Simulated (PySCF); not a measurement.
Dipole moment and polarisability of `O=C[SiH2]O[SiH2][SiH2]F`

Species: CH₇FO₂Si₃.
Atom-mapped SMILES: `[O:1]=[CH:2][SiH2:3][O:4][SiH2:5][SiH2:6][F:7]` (hydrogens: H8 on C2; H9, H10 on Si3; H11, H12 on Si5; H13, H14 on Si6)

Cartesian coordinates in Å at the GFN2-xTB level; atoms count from 1:
```xyz
14
CH7FO2Si3 angstrom
O      1.241    1.119    0.810
C      1.964    0.152    0.749
Si     1.423   -1.531    0.003
O     -0.092   -1.369   -0.473
Si    -1.490   -0.515   -0.712
Si    -1.269    1.632    0.078
F     -2.744    2.252   -0.250
H      2.996    0.247    1.150
H      2.269   -1.795   -1.157
H      1.485   -2.531    1.064
H     -2.473   -1.381   -0.044
H     -1.685   -0.680   -2.161
H     -0.419    2.560   -0.661
H     -1.207    1.839    1.522
```

Level: CAM-B3LYP/def2-SVPD (PySCF), static field, nuclei fixed, core orbitals frozen in the response. The polarisability tensor in these axes (au):

```
x    98.84  -5.74   5.36
y    -5.74 101.27   5.45
z     5.36   5.45  82.34
```

Task: Diagonalise the tensor; give its mean and Δα, where Δα² is half the sum of the squared differences of the eigenvalues.

Result: Principal values 78.61, 97.88 and 105.96 au; mean 94.15 au = 13.95 Å³ = 15.52 × 10⁻⁴⁰ C²·m²/J; Δα = 24.34 au (26 % of the mean).

Task: What is the dipole moment, and where does it point?

Result: (3.62, -2.64, 0.42) D, 4.50 D in size, pointing from the negative to the positive side. Measured along this direction, the outermost atoms are F7 at the negative end and H10 and H9 at the positive end.

Task: Directions of the eigenvectors, and the extent of the frame along each?

Result: Largest value along (-0.61, 0.79, 0.05), where the nuclei span 6.30 Å; middle along (0.73, 0.53, 0.44), 5.36 Å; least along (-0.32, -0.30, 0.90), 2.47 Å. The response follows the extents in order.

Task: Find the Langevin capture rate constant for NH4+ (18.034 u) meeting this molecule (153.974 u), k = 2.342 × 10⁻⁹ cm³/s × √(α in Å³ / reduced mass in u).

Result: The reduced mass is 16.14 u, so k = 2.18 × 10⁻⁹ cm³/s. The formula leaves out the permanent dipole, which adds to the capture rate.

Task: Form Σ f/ω² (atomic units) for the 8 lowest TDDFT singlets, given as eV and f, and set it beside the mean polarisability, which is this sum over all singlets: 3.34, 0.0005; 5.91, 0.0403; 5.95, 0.0003; 6.49, 0.0308; 6.55, 0.0040; 6.91, 0.0064; 7.03, 0.0578; 7.13, 0.0423.

Result: They add up to 3.09 au, 3.3 % of the 94.15 au; the largest single term is 0.87 au, from the state at 7.03 eV. Terms in order: 0.03, 0.85, 0.01, 0.54, 0.07, 0.10, 0.87, 0.62 au. Higher excitations give the rest. The strengths listed sum to 0.182.

Isolated species at its GFN2-xTB geometry (one conformer only).
